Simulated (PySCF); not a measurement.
An equivalent PySCF input for Cu⁺ (copper, charge +1), [Ar] 3d10, closed-shell 1S, with a scalar-relativistic core potential:

```python
from pyscf import gto, scf, dft, mp, cc
import basis_set_exchange as bse
txt = bse.get_basis("cc-pVDZ-PP", elements=["Cu"], fmt="nwchem", header=False)
cut = txt.index("\nECP")
mol = gto.M(atom="Cu 0 0 0", charge=1, spin=0, symmetry="D2h",
            basis=gto.basis.parse(txt[:cut]),
            ecp={"Cu": gto.basis.parse_ecp(txt[cut:])})
mf = dft.UKS(mol, xc="M06L")
mf.irrep_nelec = {'Ag': (3, 3), 'B1g': (1, 1), 'B2g': (1, 1), 'B3g': (1, 1), 'B1u': (1, 1), 'B2u': (1, 1), 'B3u': (1, 1)}
mf.kernel()
```

It reaches the same state as the run whose output follows, with an energy that differs only through the grid. The run itself started from symmetry-adapted Hartree-Fock orbitals and held the occupation by maximum overlap, on a logarithmic radial grid, so the iterations belong to that start.

```
SCF conv_tol = 1e-09
number electrons alpha = 9  beta = 9
XC functionals = M06L
    Y. Zhao and D. G. Truhlar.,  J. Chem. Phys. 125, 194101 (2006)
    Y. Zhao and D. G. Truhlar.,  J. Chem. Phys. 125, 194101 (2006)
    Y. Zhao and D. G. Truhlar.,  Theor. Chem. Acc. 120, 215 (2008)
cycle= 1 E= -197.009459087526  delta_E= -0.00686  |g|= 0.121  |ddm|= 0.374
cycle= 2 E= -196.999931413947  delta_E= 0.00953  |g|= 0.286  |ddm|= 0.337
cycle= 3 E= -197.011561835584  delta_E= -0.0116  |g|= 0.00167  |ddm|= 0.233
cycle= 4 E= -197.011562480656  delta_E= -6.45e-07  |g|= 0.000731  |ddm|= 0.00139
cycle= 5 E= -197.011562549578  delta_E= -6.89e-08  |g|= 3.45e-06  |ddm|= 0.000768
cycle= 6 E= -197.011562549579  delta_E= -1.42e-12  |g|= 7.46e-09  |ddm|= 5.73e-06
converged SCF energy = -197.011562549579  <S^2> = 1.0658141e-14  2S+1 = 1
```

Energies and moments cover only the electrons outside the core potential.
